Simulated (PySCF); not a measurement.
# Mayer bond orders and bond lengths

Species: BMe2Cl, C2H6BCl.
Structure used (PBE0-D3(BJ)/def2-SVP), in Å, numbered top down from 1:
```
atom  x, y, z in Å
B1    -0.2596   -0.4652    0.0046
C2     1.3016   -0.5318   -0.0341
H3     1.6430   -0.5144    1.0189
H4     1.7508    0.3498   -0.5167
H5     1.7006   -1.4521   -0.4827
C6    -1.0661    0.8733    0.0284
H7    -1.2049    1.1806   -1.0259
H8    -0.5093    1.6897    0.5139
H9    -2.0680    0.7860    0.4709
Cl10  -1.1634   -1.9925    0.0271
```

Bond orders from the PBE0/pcSseg-1 density (PySCF). Isolated species at its PBE0-D3(BJ)/def2-SVP geometry, gas phase.

Problem. Give the Mayer order of every bond, beside its length.

Solution. 
```tsv
bond	length (Å)	Mayer order
B1–C2	1.563	1.069
B1–C6	1.563	1.069
B1–Cl10	1.775	1.133
C2–H3	1.107	0.926
C2–H4	1.101	0.954
C2–H5	1.099	0.954
C6–H7	1.107	0.926
C6–H8	1.101	0.953
C6–H9	1.099	0.955
```

Problem. Sum the orders of all bonds at each heavy atom with more than one neighbour.

Solution. B1 3.271, C2 3.903, C6 3.903. Orders between atoms that aren't bonded are not in these sums.

Mayer orders depend on the basis set.
